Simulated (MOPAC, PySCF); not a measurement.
C2H5B, SMILES `BC=C`, neutral singlet in the gas phase. 

Cartesian coordinates (Å):
SMILES: BC=C
```xyz
8

B     -0.0830     0.8380    -0.9768
C     -0.1411     0.2769     0.4508
C      0.1659    -1.0034     0.7065
H     -0.3447     1.9767    -1.2149
H      0.2341     0.1122    -1.8703
H     -0.4294     0.9025     1.2925
H      0.1407    -1.4274     1.7056
H      0.4575    -1.6755    -0.0935
```
Charge 0, multiplicity 1.

All levels are single points at this geometry (B3LYP-D3(BJ)/def2-TZVP); Pople sets use spherical d functions. Orbital energies aren't observables, and empty levels follow the basis.

```json
[
 {"level": "B3LYP-D3(BJ)/def2-TZVP in PySCF", "HOMO (eV)": "-8.25", "LUMO (eV)": "-2.30", "gap (eV)": "5.95", "dipole (D)": "1.35", "vertical IE, Delta-SCF (eV)": "–"},
 {"level": "B3LYP/3-21G in PySCF", "HOMO (eV)": "-8.09", "LUMO (eV)": "-1.99", "gap (eV)": "6.10", "dipole (D)": "1.46", "vertical IE, Delta-SCF (eV)": "–"},
 {"level": "HF/3-21G in PySCF", "HOMO (eV)": "-10.65", "LUMO (eV)": "1.97", "gap (eV)": "12.62", "dipole (D)": "1.33", "vertical IE, Delta-SCF (eV)": "–"},
 {"level": "HF/6-31G* in PySCF", "HOMO (eV)": "-10.47", "LUMO (eV)": "2.17", "gap (eV)": "12.64", "dipole (D)": "1.25", "vertical IE, Delta-SCF (eV)": "9.13"},
 {"level": "HF/STO-3G in PySCF", "HOMO (eV)": "-9.11", "LUMO (eV)": "5.42", "gap (eV)": "14.53", "dipole (D)": "0.97", "vertical IE, Delta-SCF (eV)": "–"},
 {"level": "PM6 in MOPAC", "HOMO (eV)": "-10.83", "LUMO (eV)": "-0.52", "gap (eV)": "10.30", "dipole (D)": "0.92", "vertical IE, Delta-SCF (eV)": "–"}
]
```
